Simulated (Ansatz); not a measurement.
Relaxation of AlClH5NOSi (10 atoms, charge 0, multiplicity 1), to a largest force component of 0.02 eV/Å in at most 40 steps.

Method: Ansatz, RKS r2SCAN-D4/STO-3G.

```xyz
10
Properties=species:S:1:pos:R:3
Al 0.000 0.000 0.000
N 0.000 0.000 1.920
H -0.877 -0.271 2.450
H 0.877 0.271 2.450
Cl 1.931 0.000 -1.115
O -1.542 0.000 -0.890
Si -2.691 -1.224 -0.827
H -2.288 -2.220 0.162
H -3.983 -0.659 -0.450
H -2.801 -1.857 -2.138
```

Problem. Where does it end, and by what steps?

Solution. The forces met the threshold. The force dipped under the threshold on the way, but the program's further checks kept it going. Limits of this set-up: minimal basis. After 20 steps the energy has fallen by 1.226 eV; O6 moved furthest, 0.90 Å.

```json
{"step": "0", "energy less start (eV)": "0.0000", "largest force component (eV/Å)": "4.481", "accepted": "yes"}
{"step": "1", "energy less start (eV)": "-0.9995", "largest force component (eV/Å)": "1.721", "accepted": "yes"}
{"step": "2", "energy less start (eV)": "-1.1122", "largest force component (eV/Å)": "0.707", "accepted": "yes"}
{"step": "3", "energy less start (eV)": "-1.1250", "largest force component (eV/Å)": "0.109", "accepted": "yes"}
{"step": "4", "energy less start (eV)": "-1.1319", "largest force component (eV/Å)": "0.132", "accepted": "yes"}
{"step": "5", "energy less start (eV)": "-1.1508", "largest force component (eV/Å)": "0.187", "accepted": "yes"}
{"step": "6", "energy less start (eV)": "-1.1554", "largest force component (eV/Å)": "0.434", "accepted": "yes"}
{"step": "7", "energy less start (eV)": "-1.1904", "largest force component (eV/Å)": "0.191", "accepted": "yes"}
{"step": "8", "energy less start (eV)": "-1.2138", "largest force component (eV/Å)": "0.110", "accepted": "yes"}
{"step": "9", "energy less start (eV)": "-1.2179", "largest force component (eV/Å)": "0.138", "accepted": "yes"}
{"step": "10", "energy less start (eV)": "-1.2173", "largest force component (eV/Å)": "0.359", "accepted": "no"}
{"step": "11", "energy less start (eV)": "-1.2211", "largest force component (eV/Å)": "0.056", "accepted": "yes"}
{"step": "12", "energy less start (eV)": "-1.2235", "largest force component (eV/Å)": "0.011", "accepted": "yes"}
{"step": "13", "energy less start (eV)": "-1.2235", "largest force component (eV/Å)": "0.124", "accepted": "no"}
{"step": "14", "energy less start (eV)": "-1.2246", "largest force component (eV/Å)": "0.017", "accepted": "yes"}
{"step": "15", "energy less start (eV)": "-1.2249", "largest force component (eV/Å)": "0.064", "accepted": "yes"}
{"step": "16", "energy less start (eV)": "-1.2253", "largest force component (eV/Å)": "0.037", "accepted": "yes"}
{"step": "17", "energy less start (eV)": "-1.2258", "largest force component (eV/Å)": "0.003", "accepted": "yes"}
{"step": "18", "energy less start (eV)": "-1.2262", "largest force component (eV/Å)": "0.023", "accepted": "yes"}
{"step": "19", "energy less start (eV)": "-1.2263", "largest force component (eV/Å)": "0.027", "accepted": "yes"}
{"step": "20", "energy less start (eV)": "-1.2263", "largest force component (eV/Å)": "0.011", "accepted": "yes"}
```

```xyz
10
Properties=species:S:1:pos:R:3
Al 0.051 -0.091 -0.094
N -0.202 -0.066 1.606
H -1.043 -0.402 2.104
H 0.481 0.289 2.294
Cl 1.857 0.653 -0.803
O -1.044 -0.667 -1.230
Si -2.528 -1.278 -0.688
H -2.364 -2.403 0.220
H -3.317 -0.271 0.006
H -3.264 -1.724 -1.852
```

Whether the end is a true minimum wasn't checked by a vibrational analysis.

The run took 98 s on 1 thread of Arm Neoverse V1 (shared host), peak memory 0.2 GiB.
